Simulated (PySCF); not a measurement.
# Structure elucidation problem

The spectra below were simulated for a compound C₉H₁₁N.

¹H NMR (400 MHz, computed): δ 7.70 (m, 1H), 7.55 (m, 1H), 7.53 (m, 1H), 7.51 (m, 1H), 7.36 (d, 1H), 5.97 (m, 1H), 5.68 (m, 1H), 3.99 (s, 2H), 0.93 (br s, 2H).

¹³C{¹H} NMR (computed): δ 150.0, 145.4, 142.7, 134.2, 133.5, 132.9, 132.7, 124.3, 51.9.

PySCF 2.14.0 with density-fitted response routines calculation with GFN2-xTB geometry and GIAO PBE0/pcSseg-1 shieldings; equivalent nuclei averaged, a single conformation, non-relativistic, no solvent model.

δ = σ(ref) − σ, references computed at the same level: TMS for ¹H (31.72 ppm), ¹³C (186.93 ppm).

Problem. Which of these isomers gave the spectra?
A. C#CC(C)(C)n1cccc1
B. C=Cc1ccccc1CN
C. C=Cc1cccc(NC)c1
D. CNC12C=CC(C=C1)C=C2

Solution. B. 

1. The formula gives 5 degrees of unsaturation (1 ring in the answer).
2. 9 carbon signals for 9 carbons: no two carbons are equivalent.
3. Carbon types of the structure: 2 × C, 5 × CH, 2 × CH2, leaving 2 H on heteroatoms.
4. δC 150.0, 142.7: substituted aromatic carbon.
5. δC 145.4: alkene CH; as expected for a trigonal carbon in a double bond.
6. δC 134.2, 133.5, 132.9, 132.7: aromatic CH; the aromatic region.
7. δC 124.3: terminal =CH2 carbon; an sp2 carbon of a C=C bond.
8. δH 7.51: hydrogen on an alkene CH; a vinylic proton, deshielded by the sp2 carbon and the C=C anisotropy.

The others: C#CC(C)(C)n1cccc1 would give 6 carbon signals, not 9; CNC12C=CC(C=C1)C=C2 would give 5 carbon signals, not 9; C=Cc1cccc(NC)c1 has carbons computed at 154.3, 146.4, 143.5, 134.8, 119.0, 118.4, 116.5, 114.1, 32.1, with a different DEPT pattern.

OH/NH shifts are gas-phase values; hydrogen bonding in solution moves them, usually downfield. Shifts are as computed. Against solution values, carbons near 30 ppm lie about +3 ppm off and those near 130 ppm about +5 ppm. Of 1211 compounds with measured shifts, 218 miss one by over three times the rms of a fit or turn the order of signals round; such compounds aren't used in these exercises. Multiplicities follow the n + 1 count of equivalent neighbours, as no J values were calculated; m marks all less simple cases, F and P coupling included.
